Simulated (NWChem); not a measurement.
System: C$_{2}$H$_{7}$MgNO; SMILES C[N](C)[Mg][OH]

Here is an NWChem input.

```
start job
memory heap 200 mb stack 900 mb global 1100 mb
geometry units angstroms noautosym nocenter noautoz
  Mg     0.000925    -1.193204     0.265494
  O      0.000702    -2.996227     0.340561
  H     -0.002323    -3.772488    -0.232948
  N      0.001883     0.722804     0.334280
  C      1.197888     1.535559     0.357516
  C     -1.193367     1.536413     0.365431
  H      1.261832     2.238856    -0.514533
  H      1.266449     2.178265     1.274740
  H      2.120175     0.913809     0.334220
  H     -1.255387     2.179183     1.283076
  H     -1.262599     2.239737    -0.506193
  H     -2.116231     0.915318     0.348271
end
basis spherical
  * library cc-pvtz
end
dft
  xc pbe0
  iterations 150
  semidirect filesize 400000000
end
property
  efieldgrad
end
task dft property
```

All runs use the structure optimised with PBE-D3(BJ)/def2-SVP. No frequency run checked for a minimum.

Vzz is the largest principal value of the second derivative of the potential at the nucleus (NWChem prints the opposite sign); η is the asymmetry. Non-relativistic.

Atoms are numbered as in the input.

### Question
Give the results of this calculation. (PBE0/cc-pVTZ.) Quantities: Vzz Mg1 (a.u.); η Mg1; Vzz O2 (a.u.); η O2; Vzz N4 (a.u.); η N4.

### Answer
| Property | Value |
|---|---|
| Vzz Mg1 (a.u.) | -0.925 |
| η Mg1 | 0.14 |
| Vzz O2 (a.u.) | 1.442 |
| η O2 | 0.08 |
| Vzz N4 (a.u.) | -0.950 |
| η N4 | 0.71 |
